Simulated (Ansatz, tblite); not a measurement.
Cost and result up the ladder for K₂Cl₂ (4 atoms). Total charge 0; singlet. Geometry: PBE0-D4/def2-TZVP.

```xyz
4

K     1.789   -0.783   -0.217
K    -1.789    0.783    0.217
Cl    0.581    0.810    1.862
Cl   -0.581   -0.810   -1.862
```

Ansatz on 4 threads of AMD EPYC 7R43 on a shared host; xTB runs through tblite on one thread. Times are rough, summed over both states, and most runs start from the orbitals of an earlier one. PBE-QIDH/def2-TZVP serves as the yardstick here, not as an exact answer. Differences are given only for rows in sets of like size (and for xTB, whose basis is part of the method), since another set adds its own error. The other state is a triplet at its own geometry, which has other bonds, so the gap mixes isomer and spin.

The 6-31G sets use Cartesian d functions. The xTB rows come from tblite. B3LYP takes the VWN-RPA correlation. Correlated methods freeze 20 core orbitals; core or outer-core shells of K are correlated, in sets that lack core-valence functions. In CCSD on the charge 0 triplet the largest single amplitude is 0.42, so its Hartree–Fock determinant may place the open shell otherwise than the density functionals do. In the triplet, Cl3 and Cl4 lie 2.63 Å apart (atoms count from 1), so these atoms are partly bonded to each other. At PBE0-D4/def2-TZVP a singlet of charge 0 lies 4.22 eV below the triplet, each at its own geometry. The structure comes from a short search, and lower isomers may exist.

Run but left out: HF/6-31G, HF/def2-TZVP, HF/def2-TZVPP, MP2/def2-TZVP, MP2/def2-TZVPP (triplet: a determinant that CCSD turns far, T1 0.056).

Correlated methods converge slowly with the basis.

xTB has no spin-polarisation term.

| level | functions | wall time | triplet − singlet (eV) | difference from PBE-QIDH/def2-TZVP (eV) | remarks |
| --- | --- | --- | --- | --- | --- |
| GFN1-xTB | 26 | 0.008 s | 5.83 | 1.19 | – |
| GFN2-xTB | 26 | 0.011 s | 3.05 | -1.59 | – |
| revPBE-D4/def2-TZVP | 140 | 3.7 s | 3.83 | -0.82 | – |
| PBE-D4/def2-TZVP | 140 | 3.8 s | 3.87 | -0.78 | – |
| B3LYP-D4/6-31G | 84 | 4.5 s | 4.17 | – | – |
| B3LYP-D4/def2-TZVP | 140 | 5.8 s | 4.12 | -0.52 | – |
| RPA@PBE/def2-TZVP | 140 | 6.2 s | 3.89 | -0.76 | – |
| PBE0-D4/def2-TZVP | 140 | 6.4 s | 4.22 | -0.43 | – |
| r2SCAN-D4/def2-TZVP | 140 | 9.5 s | 4.23 | -0.42 | – |
| PBE-QIDH/def2-TZVP (with forces) | 140 | 12 s | 4.65 | 0.00 | – |
| B97M-V/def2-TZVP | 140 | 15 s | 4.07 | -0.58 | – |
| ωB97M-V/def2-TZVP | 140 | 21 s | 4.71 | 0.06 | – |
| CCSD(T)/def2-TZVPP | 150 | 81 s | 4.62 | -0.03 | large T1 (0.056) (triplet) |
